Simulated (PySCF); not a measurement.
Spinor energies of Ne⁴⁺ (neon, charge +4)

Start: [He] 2s2 2p2; 2p1/2 filled at m_j = -1/2, +1/2. Calculated with PySCF 2.14 in x2c-TZVPPall-2c (5s3p2d1f, 31 functions): generalised Hartree-Fock with the X2C-1e Hamiltonian and a Gaussian nucleus; one run each with spin-orbit coupling (SO) switched off, then screened by Boettger's factors.

```csv
spinor shell,electrons,"ε, spin-free (eV)","ε, screened SO (eV)",weight of nominal j (screened SO),"rms radius, screened SO (bohr)"
1s1/2,2,-1014.3,-1014.3,1.000,0.182
2s1/2,2,-143.80,-143.79,1.000,0.833
2p1/2,2,-127.20,-127.22,0.511,0.776
```

```json
{"quantity": "E (hartree)", "spin-free": "-120.67924", "screened SO": "-120.68130"}
{"quantity": "M_J", "spin-free": "0", "screened SO": "0"}
{"quantity": "⟨J²⟩", "spin-free": "2.003", "screened SO": "1.957"}
{"quantity": "⟨L²⟩", "spin-free": "2.001", "screened SO": "2.001"}
{"quantity": "⟨S²⟩", "spin-free": "2.001", "screened SO": "2.001"}
```

The determinant has a definite M_J but mixes levels of different J.

Each row is a mean over spinors that exchange with the open shell spreads, by up to 13.752 eV (2s1/2).

Rows whose weight is well below 1 are mixtures of j = l ± 1/2: exchange outweighs spin-orbit coupling there, and the label is only the starting occupation.

Without spin-orbit coupling the j labels of p, d and f shells carry no meaning; the spin-free column gives the mean over the occupied spinors of each nl shell.
